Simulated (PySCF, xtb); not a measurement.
CH2O3, SMILES O=C(O)O. The values are those of a single conformer.

Harmonic wavenumbers (cm⁻¹) from GFN2-xTB (xtb) at its own minimum, in rising order: 486, 507, 560, 576, 731, 979, 1088, 1193, 1302, 1830, 3486, 3490.

Question: What does B3LYP-D3(BJ)/def2-SVP run with PySCF give at its own minimum? (Estimate from the structure and the level; the computed values follow.)

Answer: 533, 559, 604, 612, 804, 1002, 1171, 1290, 1491, 1885, 3806, 3809. Paired by order, the mean absolute difference is 111 cm⁻¹ and the zero-point energies are 23.2 and 25.1 kcal/mol.
